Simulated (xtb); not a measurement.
Si(Br)(OH) (BrHOSi), SMILES O[Si]Br (connectivity only; charge and spin as stated), neutral, multiplicity 1. All values are semi-empirical tight-binding results from xtb (GFN2-xTB unless named), good for trends rather than for accurate numbers. Coordinates come from a GFN2-xTB optimisation. One conformer was computed; it need not be the lowest.

```
Item                                            Value
--------------------------------------  -------------
point group as xtb finds it                        Cs
orbital gap                                   2.94 eV
zero-point energy                        8.8 kcal/mol
G − E(el) at 298.15 K (modified RRHO)   -8.9 kcal/mol
static polarisability (D4 model)           58.9 bohr³
solvation energy, GFN2-xTB/ALPB(water)  -5.0 kcal/mol
solvation energy, GFN2-xTB/ALPB(thf)    -5.6 kcal/mol
```
